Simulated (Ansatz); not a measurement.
Cartesian coordinates (Å):
SMILES: CC(=O)S
```xyz
8

C     -0.8047    -0.2401    -0.1489
C      0.2730     0.7693     0.1645
O      0.0738     1.9395     0.3317
S      1.9635     0.1449     0.2898
H     -1.7635     0.2721    -0.1939
H     -0.8335    -1.0120     0.6215
H     -0.5997    -0.7260    -1.1039
H      1.6897    -1.1461     0.0386
```
Charge 0, multiplicity 1.

All values below come from frozen-core CCSD(T)/cc-pVTZ // B3LYP-D3(BJ)/def2-TZVP (Ansatz, a quantum-chemistry and plane-wave program).

The HF energy is -550.53351 Ha. The MP2 correlation energy is -0.74028 Ha.

Question: Estimate the CCSD correlation energy, the (T) correction, the total energy and the T1 diagnostic.

Answer: 
| Property | Value |
|---|---|
| CCSD correlation energy | -0.77002 Ha |
| (T) correction | -0.03524 Ha |
| CCSD(T) total energy | -551.33877 Ha |
| T1 diagnostic | 0.015 |
